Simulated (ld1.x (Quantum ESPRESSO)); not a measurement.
## silicon (Si), TM: configuration errors across variants

silicon, norm-conserving Troullier–Martins (Kleinman–Bylander form), made with ld1.x (Quantum ESPRESSO) 7.5 (PBEsol, scalar-relativistic). Core [Ne], reference 3s2 3p2. Waves: 3s (bound): rc 1.25 bohr; 3p (bound): rc 2.40 bohr. Local part: the p channel. Core correction: none.

All-electron excitation energies from the reference (eV): (1) 3s2 3p1 7.713; (2) 3s2 3p0 23.676; (3) 3s1 3p0 57.575; (4) 3s1 3p2 15.122; (5) 3s0 3p4 13.736; (6) 3s1 3p3 6.793; (7) 3s2 3p1.5 2.909.

A true bound ghost makes a file unfit for plane-wave use even where its test errors are small: the radial tests pick states by their node count and pass the ghost by.

Errors AE − PS in meV (a dash: test not solved or not reliable):

| change | (1) | (2) | (3) | (4) | (5) | (6) | (7) | bound ghosts |
| --- | --- | --- | --- | --- | --- | --- | --- | --- |
| base | +2.3 | +23 | +81 | +9.8 | +55 | +8.0 | +0.3 | none |
| all radii scaled by about 0.76 (s 0.94, p 1.82 bohr) | +2.4 | +19 | +65 | +17 | +233 | +23 | +0.3 | s |
| all radii scaled by about 0.85 (s 1.06, p 2.04 bohr) | +3.8 | +32 | +81 | +15 | +161 | +20 | +0.5 | s |
| all radii scaled by about 0.91 (s 1.14, p 2.18 bohr) | +3.5 | +33 | +87 | +12 | +111 | +15 | +0.4 | s |
| all radii scaled by about 1.07 (s 1.34, p 2.58 bohr) | +0.9 | +7.9 | +67 | +7.8 | +30 | +3.1 | +0.1 | none |
| all radii scaled by about 1.22 (s 1.52, p 2.94 bohr) | +0.5 | +0.9 | +53 | +11 | +19 | +4.7 | +0.1 | none |
| all radii scaled by about 1.29 (s 1.62, p 3.10 bohr) | +0.3 | -1.4 | +50 | +11 | +17 | +4.3 | +0.1 | none |
| all radii scaled by about 1.40 (s 1.76, p 3.36 bohr) | +0.5 | +0.8 | +54 | +11 | +16 | +4.1 | +0.1 | none |

Give the same row for: all radii scaled by about 1.14 (s 1.42, p 2.74 bohr).

+0.8, +4.2, +59, +10, +22, +5.0, +0.1; bound ghosts: none.
